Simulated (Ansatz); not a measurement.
Species, as SMILES: F[Si]F (closed-shell singlet).
Atoms: Si1, F2, F3. Bonds: Si1-F2, Si1-F3.

Basis-set convergence of the lowest harmonic wavenumber at MP2 with Ansatz (a quantum-chemistry and plane-wave program). Each level at its own minimum, finite differences of forces, unscaled; the reference is a large set that could be run, not a limit. Cartesian d functions, on some or all atoms, in 6-31G*, 6-311G**, 6-311+G**; all else is spherical. Cores are frozen. A restricted Hartree-Fock determinant is unstable towards unrestricted orbitals. No added dispersion term, no relativity. Reference: the value in aug-cc-pV(T+d)Z, 337 cm⁻¹, itself unsure by roughly 1 cm⁻¹ (its distance from def2-TZVPPD). Deviations are taken from unrounded values. Cost is core time over that of 6-31G*, rough, on shared machines of one kind.

```csv
basis,functions,lowest harmonic wavenumber (cm⁻¹),minus reference (cm⁻¹),cost
def2-SVP,46,343,6,0.8×
6-31G*,49,337,0,1×
cc-pV(D+d)Z,51,332,-5,2×
6-311G**,63,349,12,2×
6-311+G**,75,342,5,2×
pcseg-2,94,348,11,3×
cc-pV(T+d)Z,99,343,6,3×
def2-TZVP,99,343,6,4×
"6-311++G(3df,3pd)",125,334,-3,4×
jun-cc-pV(T+d)Z,126,335,-2,7×
def2-TZVPPD,128,338,1,7×
cc-pCVTZ,145,343,6,7×
aug-cc-pV(T+d)Z,147,337,0,10×
```

The smallest set listed that lies within 20 cm⁻¹ of the reference with all its larger relatives (same family, alike in diffuse functions; a set with none counts only in the reference's own line) is def2-SVP (46 functions, 0.8× in cost, 6 cm⁻¹ off). Inside, with no larger relative to test it: pcseg-2, def2-TZVPPD, cc-pCVTZ. (Relatives not listed, tested too: def2-TZVPP 6 cm⁻¹.)
